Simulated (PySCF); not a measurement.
## Dipole response of Pb⁺ (lead, charge +1)

[Xe] 4f14 5d10 6s2 6p1, 2P determinant. Calculation: PySCF 2.14, in aug-cc-pwCVTZ-DK3 with one added diffuse shell each of s, d, f type (12s10p9d6f1g, 138 functions); the spin-free X2C one-electron Hamiltonian (Gaussian nucleus). Coupled (time-dependent) response in atomic units; α is the mean over directions.

| method | mean α (bohr³) | α xx, yy, zz | C₆ (like pair) | S(−4) |
| --- | --- | --- | --- | --- |
| UHF | 28.66 | 25.66, 34.67, 25.66 | 252.4 | 262.2 |

S(−4) is the Cauchy moment in α(ω) = α(0) + S(−4) ω² + …

Spin-orbit coupling is absent.

α(iu) at UHF:

| u (hartree) | α(iu) (bohr³) |
| --- | --- |
| 0 | 28.66 |
| 0.0500 | 28.03 |
| 0.100 | 26.33 |
| 0.200 | 21.59 |
| 0.300 | 17.13 |
| 0.500 | 11.21 |
| 0.750 | 7.476 |
| 1.00 | 5.515 |
| 1.50 | 3.522 |
| 2.00 | 2.503 |
| 3.00 | 1.467 |
| 5.00 | 0.6769 |

A single London oscillator, α(iu) = α/(1 + u²/ω²), gives C₆ = (3/4) ω α². Matching the computed C₆ needs ω = 4 × 252.4 / (3 × 28.66²) = 0.410 hartree.

For an ion, C₆ is the dispersion term alone; charge-induced terms of lower order in 1/R come first.

The components differ because the open shell of this determinant is not spherical; for a pure term their mean is the scalar polarisability.

Spin-orbit coupling, absent here, splits the open shell strongly.
